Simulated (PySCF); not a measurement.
# [TiBr4]-: bond length as a parameter

[TiBr4]-: Ti(III) (d1), charge -1. The structure is a model geometry with rigid ligands and bond lengths from ionic radii, not a minimum; coordination tetrahedral, point group Td, metal–donor distances 2.41 Å.

```
5

Ti    0.0000    0.0000    0.0000
Br    1.3914    1.3914    1.3914
Br   -1.3914   -1.3914    1.3914
Br   -1.3914    1.3914   -1.3914
Br    1.3914   -1.3914   -1.3914
```

Method (PySCF 2.14, density fitting): CASSCF(1,5) with orbitals averaged over all microstates of the shell, strongly contracted NEVPT2 on the averaged canonical orbitals; basis x2c-TZVPall on the metal, x2c-SVPall elsewhere; spin-free X2C; gas phase; spin-orbit coupling by state interaction with the mean-field operator over all roots.

All metal–ligand distances are scaled together.

| bond length | group | ground | next state (NEVPT2) / cm⁻¹ | orbital energies above the lowest (NEVPT2 fit) / cm⁻¹ | μeff(300 K) / μB |
| --- | --- | --- | --- | --- | --- |
| 2.217 Å | Td | 2E | 2T2 7213 | 0 0 7213 7213 7213 | 1.76 |
| 2.314 Å | Td | 2E | 2T2 6312 | 0 0 6312 6312 6312 | 1.77 |
| 2.410 Å | Td | 2E | 2T2 5526 | 0 0 5526 5526 5526 | 1.78 |
| 2.506 Å | Td | ? | ? | ? | ? |
| 2.603 Å | Td | 2E | 2T2 4274 | 0 0 4274 4274 4274 | 1.79 |

Question: Fill in the row at 2.506 Å.

Answer: ground: 2E; next state (NEVPT2) / cm⁻¹: 2T2 4849; orbital energies above the lowest (NEVPT2 fit) / cm⁻¹: 0 0 4849 4849 4849; μeff(300 K) / μB: 1.78.

Question: With what power of the bond length does 10Dq, as fitted to the states, fall?

Answer: A log–log fit of these points gives 10Dq ∝ R^−3.3; a point-charge model has R^−5 (correlation -1.000).

At 2.217 Å, 2.314 Å, 2.410 Å, 2.506 Å, 2.603 Å the ground state is orbitally degenerate, so the regular structure would distort there (Jahn–Teller).

Charge-transfer states lie outside this active space and may come lower than some of these levels. NEVPT2 on the d shell alone tends to put d–d bands too high for such charged or covalently bound ions.
